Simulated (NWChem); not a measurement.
Correlation energy of silacyclobutane (C3H8Si)

```xyz
12

C     -1.0020    -0.9058     0.0000
C     -0.1456    -0.3997    -1.2064
Si     0.6468     0.8460     0.0000
C     -0.1456    -0.3997     1.2064
H     -1.2009    -1.9913     0.0000
H     -1.9825    -0.4013     0.0000
H      0.5849    -1.1606    -1.5285
H     -0.7045    -0.0655    -2.0928
H     -0.0029     2.1919     0.0000
H      2.1294     1.0414     0.0000
H      0.5849    -1.1606     1.5285
H     -0.7045    -0.0655     2.0928
```
Charge 0, spin multiplicity 1.

The numbers come from NWChem runs, not from measurements. All single points use one geometry, from B3LYP/def2-SVP, a minimum by its harmonic frequencies. It is one conformer; others weren't searched.

Basis set: 6-31G*. Each correlation energy counts from its own Hartree-Fock reference.

The correlated methods keep 8 core orbitals frozen. The Pople sets run with spherical d functions. No row is a measurement; the coupled-cluster row has its own basis-set and correlation limits.

```
method        correlation energy (mHa)
------------  ------------------------
CCSD                            -520.2
CR-CCSD[T]                      -532.6
CCSD(T)                         -536.3
CCSD+T(CCSD)                    -536.8
CR-CCSD(T)                           …
MP2                             -468.5
SCS-MP2                              …
```

What belongs in the gaps?


- CR-CCSD(T), correlation energy (mHa): -532.2
- SCS-MP2, correlation energy (mHa): -469.3
